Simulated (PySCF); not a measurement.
Dipole response of W²⁺ (tungsten, charge +2)

[Xe] 4f14 5d4, high-spin 5D determinant. All numbers are calculated (PySCF 2.14, a scalar-relativistic core potential, in aug-cc-pVTZ-PP with ECP60MDF (6s6p5d3f2g, 88 functions)). Coupled (time-dependent) response in atomic units; α is the mean over directions.

```tsv
method	mean α (bohr³)	α xx, yy, zz	C₆ (like pair)	S(−4)
BP86	13.91	13.62, 13.62, 14.47	82.65	87.71
```

S(−4) is the Cauchy moment in α(ω) = α(0) + S(−4) ω² + …

Spin-orbit coupling is absent.

α(iu) at BP86:

```json
{"u (hartree)": "0", "α(iu) (bohr³)": "13.91"}
{"u (hartree)": "0.0500", "α(iu) (bohr³)": "13.69"}
{"u (hartree)": "0.100", "α(iu) (bohr³)": "13.11"}
{"u (hartree)": "0.200", "α(iu) (bohr³)": "11.43"}
{"u (hartree)": "0.300", "α(iu) (bohr³)": "9.765"}
{"u (hartree)": "0.500", "α(iu) (bohr³)": "7.306"}
{"u (hartree)": "0.750", "α(iu) (bohr³)": "5.395"}
{"u (hartree)": "1.00", "α(iu) (bohr³)": "4.167"}
{"u (hartree)": "1.50", "α(iu) (bohr³)": "2.702"}
{"u (hartree)": "2.00", "α(iu) (bohr³)": "1.882"}
{"u (hartree)": "3.00", "α(iu) (bohr³)": "1.046"}
{"u (hartree)": "5.00", "α(iu) (bohr³)": "0.4456"}
```

A single London oscillator, α(iu) = α/(1 + u²/ω²), gives C₆ = (3/4) ω α². Matching the computed C₆ needs ω = 4 × 82.65 / (3 × 13.91²) = 0.570 hartree.

For an ion, C₆ is the dispersion term alone; charge-induced terms of lower order in 1/R come first.

The components differ because the open shell of this determinant is not spherical; for a pure term their mean is the scalar polarisability.

Energies and moments cover only the electrons outside the core potential. Spin-orbit coupling, absent here, splits the open shell strongly.
